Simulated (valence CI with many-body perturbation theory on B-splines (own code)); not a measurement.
## Level structure of Nb⁺

Calculated by valence CI with perturbative core correlation (CI+MBPT): four valence electrons over a frozen Dirac-Fock core [Kr], a basis of 7 s, 7 p, 8 d, 6 f, 4 g, 1 h functions for each j, with the one-electron correlation potential Σ1 (screened to all orders), the two-electron term Σ2, the three-electron term Σ3, Breit, model QED; selected single and double excitations, second order for the rest, scaled by the run's own slope (own B-spline code, finite nucleus).

Set against measurement, 12 paired levels are off by 124 cm⁻¹ on average, the worst by 283. These come from a selection out of the NIST Handbook of Basic Atomic Spectroscopic Data. Levels without a partner in it may be off by more, other configurations by 1,000 to 4,000 cm⁻¹. Among the levels kept, up to 350 cm⁻¹ of a level comes from second order outside the variational space, and about a tenth of that is noise between levels of different J, which matters for small intervals. Only levels of the ground parity were solved; by the run's estimate the other parity begins above the list, which can be wrong where configurations are misplaced.

Levels 1 to 32 of 32, with energies above the lowest level, 4d⁴ ⁵D_0. "Leading %" is the weight of the configuration and term that name the level; weights of strongly mixed levels are sums over their largest components and can fall short, so below about 35 % the name and the second component can differ from the true leading terms, or belong to a minority configuration. In the jj column 3d3/2^4 stands for four electrons in 3d with j = 3/2.

| No. | Configuration | Term | J | E (cm⁻¹) | Leading % | Leading jj | Second component |
| --- | --- | --- | --- | --- | --- | --- | --- |
| 1 | 4d⁴ | ⁵D | 0 | 0.0 | 96 | 4d3/2^2 4d5/2^2 (62 %) |  |
| 2 | 4d⁴ | ⁵D | 1 | 154 | 97 | 4d3/2^3 4d5/2 (57 %) |  |
| 3 | 4d⁴ | ⁵D | 2 | 427 | 98 | 4d3/2^2 4d5/2^2 (66 %) |  |
| 4 | 4d⁴ | ⁵D | 3 | 785 | 98 | 4d3/2^2 4d5/2^2 (47 %) |  |
| 5 | 4d⁴ | ⁵D | 4 | 1207 | 97 | 4d3/2 4d5/2^3 (43 %) |  |
| 6 | 4d³5s | ⁵F | 1 | 2228 | 97 | 4d3/2^3 5s (39 %) |  |
| 7 | 4d³5s | ⁵F | 2 | 2499 | 97 | 4d3/2^2 4d5/2 5s (58 %) |  |
| 8 | 4d³5s | ⁵F | 3 | 2895 | 98 | 4d3/2^2 4d5/2 5s (59 %) |  |
| 9 | 4d³5s | ⁵F | 4 | 3403 | 98 | 4d3/2 4d5/2^2 5s (71 %) |  |
| 10 | 4d³5s | ⁵F | 5 | 4003 | 97 | 4d3/2 4d5/2^2 5s (47 %) |  |
| 11 | 4d⁴ | ³P | 0 | 5846 | 67 | 4d3/2^4 (36 %) | 25 % 4d³5s ³P |
| 12 | 4d⁴ | ³P | 1 | 6464 | 66 | 4d3/2^3 4d5/2 (24 %) | 26 % 4d³5s ³P |
| 13 | 4d⁴ | ³F | 2 | 7465 | 32 | 4d3/2^2 4d5/2^2 (30 %) | 28 % 4d³5s ³F |
| 14 | 4d⁴ | ³P | 2 | 7573 | 43 | 4d3/2 4d5/2^3 (33 %) | 17 % 4d⁴ ³F |
| 15 | 4d⁴ | ³F | 3 | 7921 | 52 | 4d3/2^2 4d5/2^2 (27 %) | 40 % 4d³5s ³F |
| 16 | 4d⁴ | ³F | 4 | 8367 | 54 | 4d3/2^3 4d5/2 (27 %) | 34 % 4d³5s ³F |
| 17 | 4d⁴ | ³H | 4 | 9468 | 85 | 4d3/2^2 4d5/2^2 (45 %) | 6 % 4d³5s ³H |
| 18 | 4d⁴ | ³H | 5 | 9774 | 86 | 4d3/2^2 4d5/2^2 (77 %) | 6 % 4d³5s ³H |
| 19 | 4d⁴ | ³H | 6 | 10134 | 90 | 4d3/2^2 4d5/2^2 (46 %) | 6 % 4d³5s ³H |
| 20 | 4d⁴ | ³G | 3 | 10361 | 57 | 4d3/2^2 4d5/2^2 (26 %) | 37 % 4d³5s ³G |
| 21 | 4d⁴ | ³G | 4 | 10708 | 53 | 4d3/2^2 4d5/2^2 (33 %) | 36 % 4d³5s ³G |
| 22 | 4d⁴ | ³G | 5 | 11017 | 53 | 4d3/2 4d5/2^3 (50 %) | 38 % 4d³5s ³G |
| 23 | 4d³5s | ⁵P | 1 | 11024 | 95 | 4d3/2^2 4d5/2 5s (59 %) |  |
| 24 | 4d³5s | ⁵P | 2 | 11210 | 92 | 4d3/2^2 4d5/2 5s (42 %) |  |
| 25 | 4d³5s | ⁵P | 3 | 11707 | 97 | 4d3/2 4d5/2^2 5s (62 %) |  |
| 26 | 4d⁴ | ¹D | 2 | 12638 | 44 | 4d3/2 4d5/2^2 5s (23 %) | 35 % 4d³5s ¹D |
| 27 | 4d³5s | ³F | 2 | 13070 | 39 | 4d3/2^3 4d5/2 (20 %) | 28 % 4d⁴ ³F |
| 28 | 4d³5s | ³F | 3 | 13414 | 30 | 4d3/2^2 4d5/2 5s (26 %) | 23 % 4d⁴ ³D |
| 29 | 4d⁴ | ³D | 1 | 13630 | 54 | 4d3/2 4d5/2^3 (31 %) | 42 % 4d³5s ³D |
| 30 | 4d³5s | ³F | 4 | 13829 | 38 | 4d3/2^2 4d5/2 5s (28 %) | 18 % 4d⁴ ³F |
| 31 | 4d⁴ | ³D | 2 | 13887 | 42 | 4d3/2 4d5/2^2 5s (27 %) | 31 % 4d³5s ³D |
| 32 | 4d⁴ | ³D | 3 | 14012 | 38 | 4d3/2 4d5/2^2 5s (35 %) | 21 % 4d³5s ³F |

Names give the largest LS component (configuration and term), which can be under half, so a name can repeat, a term be missing and a line seem to break the LS rules; names also repeat where a configuration has a term twice.

Where two levels of one J and parity lie close, their mixing, g and order are uncertain.

The ionisation energy to 4d³ ⁴F3/2 of the next ion comes out as 13.962 eV (NIST: 14.32 eV (semi-empirical), further off than twice its uncertainty). All 32 levels together are meant to be complete up to 14482 cm⁻¹.
